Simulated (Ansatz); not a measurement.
Mulliken charges of `C#[C][Al]([OH])[CH2]F` from PBE/def2-TZVPP in Ansatz (PBE0-D4/def2-TZVP geometry).

| atom | x (Å) | y (Å) | z (Å) | charge (e) |
| --- | --- | --- | --- | --- |
| C1 | -1.207 | -2.238 | 1.275 | 0.001 |
| C2 | -0.611 | -1.406 | 0.628 | -0.452 |
| Al3 | 0.321 | -0.093 | -0.383 | 0.558 |
| O4 | 1.344 | -0.537 | -1.653 | -0.366 |
| C5 | 0.181 | 1.844 | -0.053 | -0.093 |
| F6 | -0.666 | 2.113 | 1.026 | -0.214 |
| H7 | -1.733 | -2.967 | 1.849 | 0.207 |
| H8 | 1.504 | -1.439 | -1.925 | 0.178 |
| H9 | -0.208 | 2.380 | -0.928 | 0.091 |
| H10 | 1.158 | 2.292 | 0.166 | 0.091 |

**Question.** By hand: the dipole of these point charges (1 e Å = 4.8032 D).

**Answer.** Σ q r = (0.083, -0.291, -0.135) e Å, of length 0.331 e Å = 1.59 D.

**Question.** How does the dipole of the full density compare? (An estimate is asked.)

**Answer.** The calculation gave: (0.095, -0.328, -0.149) e Å, 1.79 D; the point charges give 0.89 times that, at 1° from its direction.

Point charges leave out the atoms' own dipoles, such as those of lone pairs, and Mulliken's split depends on the basis, so the close match here is no proof of good charges.
